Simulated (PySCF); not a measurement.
Electron correlation in Sn (tin, neutral)

[Kr] 4d10 5s2 5p2, high-spin 3P determinant. Computed with PySCF 2.14 in cc-pVDZ-PP with ECP28MDF (4s3p2d, 23 functions), with a scalar-relativistic core potential. Frozen: 4s2 4p6 4d10; 4 electrons correlated.

MP2 pair energies summed by pair of shells (mhartree):

```json
{"pair": "5s-5p", "energy": "-20.13", "share (%)": "58.6"}
{"pair": "5s-5s", "energy": "-10.99", "share (%)": "32.0"}
{"pair": "5p-5p", "energy": "-3.26", "share (%)": "9.5"}
```

Total MP2 correlation energy: -34.38 mhartree.

Same-spin part -5.95 and opposite-spin part -28.43 mhartree; SCS-MP2 scales them by 1/3 and 6/5 to -36.10 mhartree.

| level | correlation energy (mhartree) |
| --- | --- |
| CCSD | -48.45 |
| (T) | -0.58 |
| CCSD(T) | -49.03 |

Diagnostics: T1 = 0.0080, D1 = 0.0221, largest double amplitude 0.095.

Task: Is a single reference adequate?

Result: Mostly. T1 lies below 0.03, but a double amplitude of this size points to a near-degeneracy that CCSD handles and MP2 describes poorly.
